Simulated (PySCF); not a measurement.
## Which determinant of InI lies lowest?

Unrestricted PBE0; In cc-pVDZ-PP with ECP28, I cc-pVDZ-PP with ECP28; scalar-relativistic core potentials (PySCF 2.14). Outer shells of the fragments: In 4d10 5s2 5p1; I 4d10 5s2 5p5.

Followed along the bond (rough minima from three points):

| 2Ms+1 | unpaired | ⟨S²⟩ at the start | R at minimum (Å) | Te (eV) |
| --- | --- | --- | --- | --- |
| 1 | none | 0.00 | 2.80 | 0.00 |
| 3 | σ ↑, π ↑ | 2.01 | 2.78 | 3.06 |

Solutions found at the starting distance of 2.700 Å, counted from the lowest of them; the search is not exhaustive and high or unbound solutions are not listed, so other states can lie among these:

| 2Ms+1 | unpaired | term | E (eV) | ⟨S²⟩ | ⟨Lz²⟩ | μ (D) |
| --- | --- | --- | --- | --- | --- | --- |
| 1 | none | ¹Σ⁺ | 0.00 | 0.00 | 0.00 | -2.96 |
| 3 | σ ↑, π ↑ | ³Π | 3.04 | 2.01 | 1.00 | -1.29 |
| 1 | σ ↓, π ↑ | mixed | 3.41 | 1.01 | 1.00 | -0.78 |
| 3 | π ↑↑ | mixed | 4.38 | 2.01 | 2.01 | 3.37 |
| 3 | π ↑↑ | mixed | 4.52 | 2.01 | 2.01 | 3.39 |
| 3 | σ ↑↑ | ³Σ⁺ | 4.90 | 2.00 | 0.00 | -0.41 |
| 3 | σ ↑, π ↑ | ³Π | 6.14 | 2.00 | 1.01 | 3.80 |

A term symbol is given only where ⟨S²⟩ and ⟨Lz²⟩ are close to those of a pure state; real π, δ and φ orbitals otherwise mix terms. A positive dipole means In(−)I(+).

Spin–orbit coupling is left out. Counting both spins, an empty level lies below a filled one in some of these solutions, because spin and occupation are held.
